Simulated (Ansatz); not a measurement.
CH7AlBFOSi, relaxed with RKS PBE-D4/def2-SVP in Ansatz 0.2.0 from a rough embedded geometry. The force threshold is 0.03 eV/Å; the program also tests the step.

The species carries charge 0 and has multiplicity 1. The bonds changed during the relaxation, so this is another structure than the one it started from.

Start:

```xyz
13

C     1.473   -0.486   -1.443
O     0.734    0.689   -1.530
B    -0.689    0.457   -1.137
F    -1.625    0.153   -2.068
Si   -1.261    0.957    0.663
Al   -0.243   -0.449    2.302
H     1.477   -0.883   -0.364
H     0.994   -1.276   -2.073
H     2.503   -0.391   -1.727
H    -0.883    2.336    0.953
H    -2.695    0.761    0.760
H    -0.423   -2.023    2.238
H     0.638    0.156    3.427
```

(1) How much energy does the relaxation release, and in how many steps? (Best estimate.)

(2) Which bonds change most? (Best estimate.)

(3) Give the relaxed structure. (Estimate.)

Answers

(1) Computed: 135.61 kJ/mol, in 28 steps, 1 of them rejected.

(2) The calculation gave: O2–Al6 from 4.115 to 2.096 Å; B3–Si5 from 1.954 to 2.047 Å; O2–B3 from 1.495 to 1.412 Å; Si5–Al6 from 2.387 to 2.458 Å.

(3) The calculation gave: 
```xyz
13

C     1.390   -0.877   -1.144
O     0.373   -0.236   -0.342
B    -0.676    0.577   -0.825
F    -0.720    0.761   -2.146
Si   -1.734    1.151    0.830
Al    0.079   -0.242    1.733
H     1.369   -1.962   -0.925
H     1.189   -0.696   -2.216
H     2.374   -0.458   -0.860
H    -1.736    2.656    0.927
H    -3.159    0.676    0.706
H    -0.182   -1.803    2.011
H     1.434    0.452    2.251
```
